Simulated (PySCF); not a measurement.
# Bond length, frequency and bond energy of SiTe⁻ by level of theory

State: ²Π (doublet), unpaired electrons π ↑. Set-up: PySCF, scalar-relativistic core potentials, basis sets Si def2-SVPD, Te def2-SVPD with ECP28. De refers to Si + Te⁻ in their high-spin ground configurations, without counterpoise correction. The functionals are run spin-unrestricted. A positive dipole points towards Te; it is taken about the centre of mass and depends on that origin. Levels whose curve was spin-contaminated or gave no clean fit are not listed.

```
  Level  Re (Å)  ωe (cm⁻¹)  De (eV)  μ (D)
    UHF   2.417        402      n/a   1.97
    PBE   2.435        374     3.74   2.90
 r²SCAN   2.416        388     3.62   2.95
  M06-L   2.410        390     3.81   3.25
  TPSSh   2.419        385     3.58   2.90
   PBE0   2.408        395     3.56   2.77
 M06-2X   2.404        399     3.30   2.44
LC-ωPBE   2.371        424     3.22   2.63
```

The bond length runs from 2.371 Å (LC-ωPBE) to 2.435 Å (PBE). De spans 3.22 eV (LC-ωPBE, range-separated hybrid) to 3.81 eV (M06-L, meta-GGA).

These are scalar-relativistic numbers at best; spin–orbit coupling would shift them, the dissociation energy most. For an ion De counts to the pair picked by the measured ionisation energies or electron affinities, which need not be the lowest pair at this level. The highest Kohn–Sham level is positive in this anion. Much of that is self-interaction error, but it also means that the finite basis helps to hold the extra electron. The state is the lowest determinant that a PBE0 search found; another state may lie lower at other levels.

The whole job (state search and all levels along the bond) took about 2.9 min on 1 thread of Arm Neoverse V2 (shared host), peak memory 0.76 GiB.
